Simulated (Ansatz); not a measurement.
The cluster Cu4Te2. The state is a singlet with charge 0. Geometry PBE-D4/def2-SVP, basis def2-TZVP, Ansatz.

Cartesian coordinates in Å:
```
Cu -1.1556 -0.0378 -0.3345
Cu -0.4231 2.3043 0.0272
Cu 0.3305 0.5615 1.4324
Cu 1.0189 0.7161 -0.9622
Te -0.2916 -1.8632 1.3317
Te 0.5210 -1.6808 -1.4947
```

```json
{"run": "A", "HOMO (eV)": "-5.49", "LUMO (eV)": "-2.54"}
{"run": "B", "HOMO (eV)": "-4.78", "LUMO (eV)": "-3.22"}
{"run": "C", "HOMO (eV)": "-4.90", "LUMO (eV)": "-3.59"}
{"run": "D", "HOMO (eV)": "-4.67", "LUMO (eV)": "-3.34"}
```

In the def2 sets Te takes a core potential; there is no spin–orbit coupling. Another isomer (singlet) lies 0.91 eV lower at PBE0-D4/def2-TZVP; other spin states weren't run for this one.

Problem. The runs used LDA (SPW92), PBE, PBE0, r2SCAN. Estimate which is which.

Solution. A PBE0 (25 % exact exchange); B r2SCAN (0 % exact exchange); C LDA (SPW92) (0 % exact exchange); D PBE (0 % exact exchange). Exact exchange lowers occupied and raises empty levels; among semilocal functionals meta-GGAs tend to open the gap a little, and such runs are hard to tell apart. The gap grows from 1.31 eV (LDA (SPW92)) to 2.95 eV (PBE0).
